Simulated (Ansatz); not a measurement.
F$_{2}$H$_{4}$In$_{2}$S$_{2}$, SMILES `[F][In@H-]1[SH+][In@@H-]([F])[SH+]1` from Hartree–Fock to CCSD(T)

```
atom    x (Å)    y (Å)    z (Å)
  F1   1.7288   2.0662   0.3542
 In2   0.3861   1.0977   1.3965
  S3  -1.5043   1.0891  -0.3438
 In4  -0.8983  -1.3673  -0.7922
  F5   0.0687  -1.1199  -2.4747
  S6   1.1106  -1.2963   0.8083
  H7  -0.0509   1.3971   3.0078
  H8  -0.6364   1.4830  -1.2967
  H9  -2.0952  -2.5269  -0.4761
 H10   1.8909  -0.8226  -0.1832
```

Charge 0, multiplicity 1. Correlated methods include outer-core shells of In, which these sets cover unevenly. In takes the def2 core potential. Geometry: relaxed with PBE0-D4/def2-TZVP. Frozen core, restricted reference, Ansatz 0.2.0.

```tsv
basis	HF (Eh)	MP2 corr.	CCSD corr.	(T)	CCSD(T) total
def2-SVP	-1374.41520	-0.82785	-0.87834	-0.02152	-1375.31506
def2-TZVPP	-1374.96278	-1.44942	–	–	–
def2-QZVPP	-1374.99836	-1.91242	–	–	–
```
